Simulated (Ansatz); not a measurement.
C₂H₇NOSi₂ (`N[SiH]1C=C([SiH3])O1`) at its PBE0-D4/def2-TZVP geometry, where that method's forces vanish. Total charge 0; spin multiplicity 1.

```xyz
13

N     0.8246    2.0581   -1.7457
Si    1.0864    0.8706   -0.5733
C     0.3607   -0.8060   -0.7239
C    -0.2597   -0.4973    0.4336
Si   -1.3501   -1.4937    1.5913
O     0.0358    0.8179    0.7864
H    -0.0370    2.1423   -2.2581
H     1.3981    2.8814   -1.8109
H     2.4857    1.0354   -0.1183
H     0.3519   -1.7454   -1.2516
H    -2.6595   -0.8131    1.7564
H    -1.5465   -2.8399    0.9980
H    -0.6902   -1.6103    2.9162
```

Problem. What forces (eV/Å) does PBE-D4/def2-TZVPP give on these atoms in Ansatz 0.2.0? (An estimate is asked.)

Solution. Computed: 
```
N1   0.061 -0.035 -0.058
Si2  0.310 -0.099 -0.197
C3   0.186 -0.214 -0.485
C4  -0.295 -0.264  0.292
Si5  0.015  0.000 -0.010
O6  -0.234  0.543  0.630
H7  -0.290  0.041 -0.185
H8   0.184  0.292 -0.038
H9   0.162  0.029  0.055
H10  0.012 -0.203 -0.126
H11 -0.143  0.067  0.028
H12 -0.027 -0.140 -0.054
H13  0.060 -0.016  0.149
```
